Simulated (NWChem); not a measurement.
System: InCl2F; SMILES [Cl][In]([Cl])[F]

NWChem input:

```
start job
memory heap 200 mb stack 900 mb global 1100 mb
geometry units angstroms noautosym nocenter noautoz
  In     0.000000     0.000000    -0.241526
  F      0.000000     0.000000    -2.182931
  Cl     2.037606     0.000000     0.856817
  Cl    -2.037606     0.000000     0.856817
end
basis spherical
  * library def2-svpd
end
ecp
  In library def2-ecp
end
dft
  xc b3lyp
  iterations 150
end
property
  response 1 0.0
end
task dft property
```

Parts of the log:

```
             Northwest Computational Chemistry Package (NWChem) 7.3.0
             --------------------------------------------------------

                             Geometry "geometry" -> ""
                             -------------------------

 Output coordinates in angstroms (scale by  1.889725989 to convert to a.u.)

  No.       Tag          Charge          X              Y              Z
 ---- ---------------- ---------- -------------- -------------- --------------
    1 In                  49.0000     0.00000000     0.00000000    -0.24152600
    2 F                    9.0000     0.00000000     0.00000000    -2.18293100
    3 Cl                  17.0000     2.03760600     0.00000000     0.85681700
    4 Cl                  17.0000    -2.03760600     0.00000000     0.85681700

 Effective nuclear repulsion energy (a.u.)     582.8428469367

                                 NWChem DFT Module
                                 -----------------

 Summary of "ao basis" -> "ao basis" (spherical)
 ------------------------------------------------------------------------------
       Tag                 Description            Shells   Functions and Types
 ---------------- ------------------------------  ------  ---------------------
 In                        def2-svpd                12       32   5s4p3d
 F                         def2-svpd                 9       23   4s3p2d
 Cl                        def2-svpd                11       27   5s4p2d

            General Information
            -------------------
          SCF calculation type: DFT
          Wavefunction type:  closed shell.
          No. of atoms     :     4
          No. of electrons :    64
           Alpha electrons :    32
            Beta electrons :    32
          Charge           :     0
          Spin multiplicity:     1
          Use of symmetry is: off; symmetry adaption is: off
          Maximum number of iterations: 150
          AO basis - number of functions:   109
                     number of shells:    43
          Convergence on energy requested:  1.00D-06
          Convergence on density requested:  1.00D-05
          Convergence on gradient requested:  5.00D-04

              XC Information
              --------------
                         B3LYP Method XC Potential
                     Hartree-Fock (Exact) Exchange  0.200
                        Slater Exchange Functional  0.800 local
                    Becke 1988 Exchange Functional  0.720 non-local
              Lee-Yang-Parr Correlation Functional  0.810
                  VWN I RPA Correlation Functional  0.190 local

             Grid Information
             ----------------
          Grid used for XC integration:  medium
          Radial quadrature: Mura-Knowles
          Angular quadrature: Lebedev.
          Tag              B.-S. Rad. Rad. Pts. Rad. Cut. Ang. Pts.
          ---              ---------- --------- --------- ---------
          In                  1.55      123          12.0       590
          F                   0.50       49          12.0       434
          Cl                  1.00       88          14.0       590
          Grid pruning is: on
          Number of quadrature shells:   348
          Spatial weights used:  Erf1

      Superposition of Atomic Density Guess
      -------------------------------------

 Sum of atomic energies:       -1236.00513996

      Non-variational initial energy
      ------------------------------

 Total energy =   -1207.348281
 1-e energy   =   -2334.863523
 2-e energy   =     830.996184
 HOMO         =      -0.450513
 LUMO         =      -0.114058

   convergence    iter        energy       DeltaE   RMS-Dens  Diis-err
 ---------------- ----- ----------------- --------- --------- ---------
 d= 0,ls=0.0,diis     1  -1210.1303757905 -1.51D+03  2.17D-02  8.83D-01
 d= 0,ls=0.0,diis     2  -1209.7705360721  3.60D-01  1.23D-02  4.88D+00
 d= 0,ls=0.0,diis     3  -1210.2319040648 -4.61D-01  3.64D-03  7.78D-02
 d= 0,ls=0.0,diis     4  -1210.2379967509 -6.09D-03  1.52D-03  3.58D-02
 d= 0,ls=0.0,diis     5  -1210.2429062858 -4.91D-03  1.27D-04  1.68D-04
  Resetting Diis
 d= 0,ls=0.0,diis     6  -1210.2429243936 -1.81D-05  3.01D-05  1.28D-05
 d= 0,ls=0.0,diis     7  -1210.2429260706 -1.68D-06  8.47D-06  2.62D-07
 d= 0,ls=0.0,diis     8  -1210.2429260701  4.21D-10  3.58D-06  3.24D-07

         Total DFT energy =    -1210.242926070147
      One electron energy =    -2335.429974051538
           Coulomb energy =      912.487992023379
    Exchange-Corr. energy =      -83.820002640668
 Nuclear repulsion energy =      296.519058598680

 Numeric. integr. density =       63.999989179022

                       DFT Final Molecular Orbital Analysis
                       ------------------------------------

 Vector   30  Occ=2.000000D+00  E=-3.520345D-01
              MO Center=  2.5D-06,  8.9D-09,  7.0D-01, r^2= 5.3D+00
   Bfn.  Coefficient  Atom+Function         Bfn.  Coefficient  Atom+Function
  ----- ------------  ---------------      ----- ------------  ---------------
    69      0.389124  3 Cl pz                96      0.389123  4 Cl pz
    66      0.314464  3 Cl pz                93      0.314463  4 Cl pz
    63      0.180256  3 Cl pz                90      0.180256  4 Cl pz
    39     -0.149342  2 F  pz                67     -0.132617  3 Cl px
    94      0.132616  4 Cl px                20     -0.129296  1 In d  0

 Vector   31  Occ=2.000000D+00  E=-3.509485D-01
              MO Center= -2.7D-07,  7.5D-09,  8.3D-01, r^2= 5.2D+00
   Bfn.  Coefficient  Atom+Function         Bfn.  Coefficient  Atom+Function
  ----- ------------  ---------------      ----- ------------  ---------------
    68      0.429640  3 Cl py                95     -0.429640  4 Cl py
    65      0.340910  3 Cl py                92     -0.340910  4 Cl py
    62      0.195857  3 Cl py                89     -0.195857  4 Cl py
    18     -0.097860  1 In d -2              71      0.075838  3 Cl py
    98     -0.075838  4 Cl py                23      0.030957  1 In d -2

 Vector   32  Occ=2.000000D+00  E=-3.472228D-01
              MO Center= -2.5D-06, -9.4D-09,  8.2D-01, r^2= 5.3D+00
   Bfn.  Coefficient  Atom+Function         Bfn.  Coefficient  Atom+Function
  ----- ------------  ---------------      ----- ------------  ---------------
    69      0.337133  3 Cl pz                96     -0.337133  4 Cl pz
    67     -0.271422  3 Cl px                94     -0.271422  4 Cl px
    66      0.264022  3 Cl pz                93     -0.264023  4 Cl pz
    64     -0.222229  3 Cl px                91     -0.222229  4 Cl px
    63      0.151540  3 Cl pz                90     -0.151541  4 Cl pz

 Vector   33  Occ=0.000000D+00  E=-1.375451D-01
              MO Center= -1.2D-08, -3.2D-08, -2.1D-02, r^2= 4.7D+00
   Bfn.  Coefficient  Atom+Function         Bfn.  Coefficient  Atom+Function
  ----- ------------  ---------------      ----- ------------  ---------------
     4      0.809521  1 In s                  3      0.701154  1 In s
     1     -0.386600  1 In s                 67      0.306135  3 Cl px
    94     -0.306135  4 Cl px                39      0.221165  2 F  pz
    64      0.195437  3 Cl px                91     -0.195437  4 Cl px
    42     -0.188113  2 F  pz                59     -0.182870  3 Cl s

 Vector   34  Occ=0.000000D+00  E=-8.027309D-02
              MO Center= -7.5D-09,  2.4D-08, -1.3D-01, r^2= 4.1D+00
   Bfn.  Coefficient  Atom+Function         Bfn.  Coefficient  Atom+Function
  ----- ------------  ---------------      ----- ------------  ---------------
    13      0.642488  1 In py                16      0.630440  1 In py
    68     -0.196281  3 Cl py                95     -0.196281  4 Cl py
    10     -0.164104  1 In py                 7     -0.151253  1 In py
    38      0.146365  2 F  py                65     -0.130927  3 Cl py
    92     -0.130927  4 Cl py                41     -0.111035  2 F  py

 Vector   35  Occ=0.000000D+00  E= 5.612447D-03
              MO Center= -3.3D-07, -3.8D-08,  3.8D-01, r^2= 1.6D+01
   Bfn.  Coefficient  Atom+Function         Bfn.  Coefficient  Atom+Function
  ----- ------------  ---------------      ----- ------------  ---------------
     5      2.705986  1 In s                 60     -1.261492  3 Cl s
    87     -1.261493  4 Cl s                 17      0.940455  1 In pz
     3     -0.464960  1 In s                 70      0.351327  3 Cl px
    97     -0.351327  4 Cl px                32      0.336226  1 In d  2
    36      0.331285  2 F  s                 72      0.275790  3 Cl pz

     Multipole analysis of the density
     ---------------------------------

     L   x y z        total         alpha         beta         nuclear
     -   - - -        -----         -----         ----         -------
     0   0 0 0      0.000000    -32.000000    -32.000000     64.000000

     1   1 0 0     -0.000000     -0.000000     -0.000000      0.000000
     1   0 1 0     -0.000000     -0.000000     -0.000000      0.000000
     1   0 0 1      0.392100     -3.973964     -3.973964      8.340028

[...]

 DFT Linear Response polarizability / au
 Frequency  =       0.0000000 / au
              X              Y              Z
 -----------------------------------------------
 X      80.2883226     -0.0000005      0.0000001
 Y      -0.0000005     45.5788214      0.0000001
 Z       0.0000001      0.0000002     60.4784271
 -----------------------------------------------
 Eigenvalues =      80.2883226     45.5788214     60.4784271
 Isotropic   =      62.1151904
 Anisotropic =      30.1594072
 -----------------------------------------------

 Magnetic Dipole Response Matrix (nonzero elements):

 Exiting AOResponse driver routine
```

Level: B3LYP/def2-SVPD with def2 effective core potentials on In. Structure relaxed at the PBE0/def2-SVP level. No frequency run checked for a minimum. def2 effective core potentials on In; no spin-orbit coupling.
